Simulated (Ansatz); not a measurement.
`C[SiH2]C1CC1` → `CC1CC1` + `[SiH2]`  (silylene formation by 1,1-elimination)

Program: Ansatz. Geometries: PBE0-D4/def2-TZVP. ΔE: electronic, gas phase. CCSD(T)/CBS is the MP2 limit (def2-TZVPP, def2-QZVPP) plus CCSD(T) − MP2 in def2-TZVPP, frozen cores. This one scheme is used for every species. DFT in def2-TZVPP. B3LYP here is the variant with VWN-RPA as its local correlation; programs differ in this. One conformer a species, not always the lowest.

| level | ΔE (eV) |
| --- | --- |
| PBE0-D4 | 2.94 |
| ωB97X-V | 2.91 |
| PBE | 2.77 |
| B3LYP | 2.62 |
| HF/def2-TZVPP | 2.55 |
| CCSD(T)/def2-TZVPP | 2.75 |
| HF/CBS(def2) | 2.56 |
| MP2/CBS(def2) | 3.07 |

(1) What does CCSD(T)/CBS give? (Best estimate.)

Largest T1 diagnostic among the species: 0.014.

## Answers

(1) The calculation gave: +2.84 eV. The listed levels differ from it by 0.10, 0.07, -0.07, -0.22, -0.29, -0.09, -0.28, 0.23 eV.

In def2-TZVPP, CCSD(T) changes the Hartree–Fock value by +0.19 eV (the triples alone add +0.06 eV) and MP2 by +0.43 eV. The D4 term adds +0.15 eV with B3LYP and +0.08 eV with PBE0; it sums over pairs of atoms, weighted by their polarisabilities, and B3LYP, whose exchange is more repulsive, gets the larger term.
